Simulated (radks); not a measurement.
Values are calculated unless marked as measured or tabulated.
Problem. The technetium ion Tc+, [Kr] 4d5 5s1. Code: a radial shooting solver on a logarithmic mesh with Libxc functionals. Model: non-relativistic Kohn-Sham, PBE, spin-polarised, spherical densities, point nucleus. Every spin shell is full or empty, so the densities are truly spherical. Functionals are evaluated on that one density, not self-consistently. Rank these exchange functionals by their error against the exact value of the orbitals, and give that value: LDA, PBE, PBEsol, revPBE, AM05, G96, revTPSS, r2SCAN.

Solution. Exact: -124.213 hartree. From best to worst, with 100 (|E| - |E exact|)/|E exact| (equal figures are ties): r2SCAN -0.06, revPBE -0.26, G96 +0.35, PBE -0.42, revTPSS -0.87, PBEsol -2.38, AM05 -4.77, LDA -5.16.
